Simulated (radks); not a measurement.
Li, 3 electrons, occupied as [He] 2s1. All-electron calculation, Dirac Kohn-Sham, PBEsol, spin-unpolarised, spherical densities, point nucleus. Program: a radial shooting solver on a logarithmic mesh with Libxc functionals.

Unscreened Slater integrals over Kohn-Sham orbitals (eV). Large and small components are both included. Empty in this configuration: 2p1/2.

| integral | value |
|---|---|
| F0(2s1/2,2s1/2) | 6.2570 |
| F0(2s1/2,1s1/2) | 8.7415 |
| G0(2s1/2,1s1/2) | 0.45739 |
| F0(2s1/2,2p1/2) | 5.4747 |
| G1(2s1/2,2p1/2) | 3.4018 |
| F0(1s1/2,1s1/2) | 44.252 |
| F0(1s1/2,2p1/2) | 6.9334 |
| G1(1s1/2,2p1/2) | 0.25912 |
| F0(2p1/2,2p1/2) | 4.9044 |
